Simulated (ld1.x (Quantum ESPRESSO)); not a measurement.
platinum (Pt): variants of one TM potential

Base potential:

ld1.x (Quantum ESPRESSO) 7.5 input, shortened:

```
&input
   title='Pt', zed=78., rel=1, dft='PZ', iswitch=3,
   config='[Xe] 4f14 5d7 6s0 6p0'
 /
 &inputp
   pseudotype=2, tm=.true., lloc=2,
   nlcc=.false.
 /
3
6S  1  0   0.00   0.00  2.20  2.20  0.0
6P  2  1   0.00   0.00  1.95  1.95  0.0
5D  3  2   7.00   0.00  2.00  2.00  0.0
 &test
   configts(1)='5d7 6s0 6p0'
 /
```

Cutoffs, loose and tight: the cutoffs (Ry, on a coarse ladder) from which the occupation-weighted sum of valence levels, in a spherical-Bessel basis at the reference potential, stays within 10 and 1 mRy of its value at 400 Ry. They do not see the model core or the augmentation charge, which bear on the density cutoff. Test errors are all-electron minus pseudo excitation energies from the reference, over the configurations 5d9 6s1 6p0; 5d9 6s0 6p0; 5d8 6s0 6p0; 5d8 6s2 6p0; 5d10 6s0 6p0; 5d9.5 6s0.5 6p0; 5d6 6s0 6p0 (two spin-polarised tests are not counted in the largest error). A dash means not determined; rows that change the core or the reference have their own tests.

A true bound ghost makes a file unfit for plane-wave use even where its test errors are small: the radial tests pick states by their node count and pass the ghost by.

```tsv
change	outcome	cutoff, loose	cutoff, tight	bound ghosts	largest test error (meV)
base	generated	40 Ry	50 Ry	s, p	+134
wave 5d (bound): rc 2.00 bohr becomes 5d (bound): rc 1.44 bohr	generated	40 Ry	80 Ry	s, p	+130
wave 5d (bound): rc 2.00 bohr becomes 5d (bound): rc 1.72 bohr	generated	40 Ry	50 Ry	s, p	+137
wave 5d (bound): rc 2.00 bohr becomes 5d (bound): rc 2.04 bohr	generated	40 Ry	50 Ry	s, p	+131
wave 5d (bound): rc 2.00 bohr becomes 5d (bound): rc 2.28 bohr	generated	40 Ry	45 Ry	s, p	+113
wave 5d (bound): rc 2.00 bohr becomes 5d (bound): rc 2.56 bohr	generated	35 Ry	40 Ry	s, p	-142
wave 5d (bound): rc 2.00 bohr becomes 5d (bound): rc 2.96 bohr	generated	30 Ry	40 Ry	s, p	-245
```

Reading the sweep of the d radius (base included, trends over the rows without a ghost): Bound ghosts are found at 1.44, 1.72, 2, 2.04, 2.28, 2.56, 2.96 bohr. Every judged row has one, so this setting neither creates nor removes them.
